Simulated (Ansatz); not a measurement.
`[OH][Ga][F]` radical at its PBE0-D4/def2-TZVP geometry, where that method's forces vanish. Total charge 0; spin multiplicity 2.

```xyz
4

O     0.6600   -0.7094    0.2507
Ga   -0.2749    0.7665   -0.1624
F    -1.9680    0.4813   -0.5466
H     1.5828   -0.5384    0.4583
```

(1) What forces (eV/Å) does ωB97M-V/def2-TZVPP give on these atoms in the Gaussian-basis code of Ansatz? (Best estimate.)

## Answers

(1) The calculation gave: 
```
O1   0.076  0.002  0.019
Ga2  0.052  0.055  0.006
F3  -0.080 -0.022 -0.017
H4  -0.047 -0.035 -0.007
```
